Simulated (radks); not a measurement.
Valence configurations of Gd3+ (all share [Xe]). All-electron calculation, scalar-relativistic Kohn-Sham, PBEsol, spin-polarised, spherical densities, finite nucleus; open shells are filled with parallel spins first (spin-orbit coupling, left out, can overturn this in heavy ions); Fermi nuclear charge, rms radius 5.1569 fm. Program: a radial shooting solver on a logarithmic mesh with Libxc functionals. Energies are relative to 4f7; eigenvalues in eV for spin up.

| valence | E (eV) | moment (Bohr magnetons) | e(4f) | e(5d) | e(6p) | e(6s) |
|---|---|---|---|---|---|---|
| 4f7 | 0.000 | 7 | -35.630 | - | - | - |
| 4f6 5d1 | 13.042 | 7 | -42.765 | -27.217 | - | - |
| 4f6 6s1 | 16.676 | 7 | -45.974 | - | - | -25.547 |
| 4f6 6p1 | 22.449 | 7 | -47.100 | - | -20.384 | - |
| 4f5 5d2 | 31.419 | 7 | -50.471 | -29.274 | - | - |
| 4f5 6s2 | 42.748 | 5 | -57.328 | - | - | -27.345 |
| 4f5 6p2 | 54.069 | 7 | -59.431 | - | -22.804 | - |
| 4f4.5 6s0.5 6p2 | 70.462 | 7 | -65.362 | - | -23.643 | -30.225 |
| 4f4 5d1 6p2 | 81.514 | 7 | -67.926 | -37.393 | -23.346 | - |
| 4f3 5d2 6p2 | 115.42 | 7 | -76.821 | -39.596 | -23.831 | - |

NIST lists [Xe] 4f7 as the ground configuration; this level of theory agrees among the configurations tried. The energies are those of spherical high-spin densities, not of single terms.
